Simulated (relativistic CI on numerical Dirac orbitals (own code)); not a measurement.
One change at a time: Zn XIV

Base calculation: Dirac-Coulomb-Breit CI, KLI orbitals optimised for each configuration, model QED (radiative potential, 1s self-energy scaled to tabulated hydrogen-like ionisation energies), unscaled Slater integrals.

Configuration list (outside the closed core [Ne]): 3s²3p⁵, 3s3p⁶, 3s²3p⁴3d, 3s3p⁵3d, 3p⁶3d, 3s3p⁴3d², 3s²3p⁴4s, 3s²3p³3d4p, 3s²3p⁴4p, 3p⁶4s, 3p⁶4p, 3s3p⁴3d4s, 3s²3p⁴4d, 3s²3p³3d4s, 3s²3p²3d²4s, 3s3p³3d²4s, 3s²3p²3d4s², 3s²3p²3d4s4p, 3s²3p²3d4s4d. Double excitations out of closed p, d and f shells are left out; levels of such configurations are missing from the list, as are those of other unlisted configurations, and high levels can miss mixing partners.

The lowest level and the first level of each name with at least 55 % of one term (blank where a level has no safe partner in the second run):

| Level | Base (cm⁻¹) | Shift (cm⁻¹) |
| --- | --- | --- |
| 3s²3p⁵ ²P°3/2 | 0 | 0 |
| 3s²3p⁵ ²P°1/2 | 34304 | -34304 |
| 3s3p⁶ ²S1/2 | 362295 | -39900 |
| 3s²3p⁴3d ⁴D5/2 | 493953 | -21073 |
| 3s²3p⁴3d ⁴D7/2 | 495457 | -22578 |
| 3s²3p⁴3d ⁴D3/2 | 496151 | -23272 |
| 3s²3p⁴3d ⁴D1/2 | 500225 | -27346 |
| 3s²3p⁴3d ⁴F9/2 | 532566 | -14510 |
| 3s²3p⁴3d ²P1/2 | 535889 | -16914 |
| 3s²3p⁴3d ⁴F7/2 | 541642 | -23586 |
| 3s²3p⁴3d ⁴F5/2 | 552143 | -34086 |
| 3s²3p⁴3d ⁴P1/2 | 552552 | -17465 |
| 3s²3p⁴3d ²F7/2 | 566564 | -17261 |
| 3s²3p⁴3d ⁴P5/2 | 568219 | -33132 |
| 3s²3p⁴3d ²D5/2 | 575247 | -39130 |
| 3s²3p⁴3d ²G7/2 | 586812 | -33757 |
| 3s²3p⁴3d ²G9/2 | 589030 | -35975 |
| 3s²3p⁴3d ²F5/2 | 590459 | -41157 |
| 3s²3p⁴3d ²S1/2 | 700130 | -34902 |
| 3s3p⁵3d ⁴P°1/2 | 935223 | -47902 |
| 3s3p⁵3d ⁴P°3/2 | 941066 | -53745 |
| 3s3p⁵3d ⁴P°5/2 | 951816 | -64495 |

At this charge energies of transitions that change n are usually good to better than 1 %, and those within a shell (Δn = 0) to a few per cent.

Question: One thing was changed in a second run, which moved the levels as shown. Which?
A. Breit term removed
B. QED terms removed
C. configuration mixing switched off
D. only the first 3 configurations
E. non-relativistic limit

Answer: E. Non-relativistic limit. Without relativity the fine structure collapses and s electrons lose their extra binding.

LS names give the leading component of a level, which can be under half, so a name can repeat, a term be missing and a line seem to break the LS rules.
